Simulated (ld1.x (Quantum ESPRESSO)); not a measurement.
rubidium: variants of one TM potential

Base potential:

Rb (Z = 37), norm-conserving Troullier–Martins (Kleinman–Bylander form), made with ld1.x (Quantum ESPRESSO) 7.5 (PBE, scalar-relativistic). Core [Ar] 3d10 4s2, reference 4p6 4d1 5s0 5p0. Waves: 5s (bound, empty): rc 3.25 bohr; 4p (bound): rc 2.25 bohr; 4d (bound): rc 4.20 bohr. Local part: all-electron potential smoothed inside 2.20 bohr (lloc = -2). Core correction: a·sin(br)/r model core inside 1.70 bohr.

All-electron outer shells of the reference configuration (PBE, scalar-relativistic, ld1.x):

```
shell  level (eV)  outermost node (bohr)  outermost maximum (bohr)
   3d     -105.23                      –                      0.39
   4s      -33.11                   0.62                      1.25
   4p      -17.18                   0.64                      1.42
   5s       -2.86                   1.78                      4.11
   5p       -1.33                   2.19                      6.53
   4d       -0.63                   0.70                      6.95
```

Cutoffs, loose and tight: the cutoffs (Ry, on a coarse ladder) from which the occupation-weighted sum of valence levels, in a spherical-Bessel basis at the reference potential, stays within 10 and 1 mRy of its value at 400 Ry. They do not see the model core or the augmentation charge, which bear on the density cutoff. Test errors are all-electron minus pseudo excitation energies from the reference, over the configurations 4p6 4d0 5s1 5p0; 4p6 4d0 5s0 5p0; 4p6 4d0 5s0.5 5p0; 4p6 4d0.5 5s0.5 5p0; 4p5 4d0 5s1 5p0; 4p6 4d0 5s0 5p1. A dash means not determined; rows that change the core or the reference have their own tests. The largest error is taken over the tests solved by every variant that gives reliable tests at all: 4p6 4d0 5s0 5p0; 4p6 4d0 5s0 5p1; 4p6 4d0 5s0.5 5p0; 4p6 4d0 5s1 5p0; 4p6 4d0.5 5s0.5 5p0.

A true bound ghost makes a file unfit for plane-wave use even where its test errors are small: the radial tests pick states by their node count and pass the ghost by. Where a test does run into it, the solver fails or the error is huge.

```csv
change,outcome,"cutoff, loose","cutoff, tight",bound ghosts,largest test error (meV)
base,generated,15 Ry,30 Ry,s,+2.3
"all radii but the core radius scaled by about 0.76 (s 2.46, p 1.70, d 3.18 bohr); local potential all-electron potential smoothed inside 1.66 bohr (lloc = -2)",generated,35 Ry,70 Ry,s,+1.3
"all radii but the core radius scaled by about 0.92 (s 2.98, p 2.06, d 3.84 bohr); local potential all-electron potential smoothed inside 2.02 bohr (lloc = -2)",generated,25 Ry,35 Ry,s,+3.4
"all radii but the core radius scaled by about 1.22 (s 3.96, p 2.74, d 5.10 bohr); local potential all-electron potential smoothed inside 2.68 bohr (lloc = -2)",generated,15 Ry,18 Ry,none,+7.3
"all radii but the core radius scaled by about 1.29 (s 4.18, p 2.90, d 5.40 bohr); local potential all-electron potential smoothed inside 2.84 bohr (lloc = -2)",generated,15 Ry,18 Ry,none,-11
"all radii but the core radius scaled by about 1.39 (s 4.52, p 3.12, d 5.84 bohr); local potential all-electron potential smoothed inside 3.06 bohr (lloc = -2)",generated,15 Ry,21 Ry,none,-21
```

Task: What comes out with this change to the base: all radii but the core radius scaled by about 1.14 (s 3.70, p 2.56, d 4.78 bohr); local potential all-electron potential smoothed inside 2.50 bohr (lloc = -2)?

Result: outcome: generated; cutoff, loose: 15 Ry; cutoff, tight: 18 Ry; bound ghosts: s; largest test error (meV): +4.1.

Task: What comes out with this change to the base: all radii but the core radius scaled by about 0.84 (s 2.72, p 1.88, d 3.50 bohr); local potential all-electron potential smoothed inside 1.84 bohr (lloc = -2)?

Result: outcome: generated; cutoff, loose: 30 Ry; cutoff, tight: 50 Ry; bound ghosts: s; largest test error (meV): +12.

Reading the sweep of the scale of all radii but the core radius (base = 1) (base included, trends over the rows without a ghost): Bound ghosts are found at 0.76, 0.84, 0.92, 1, 1.14.
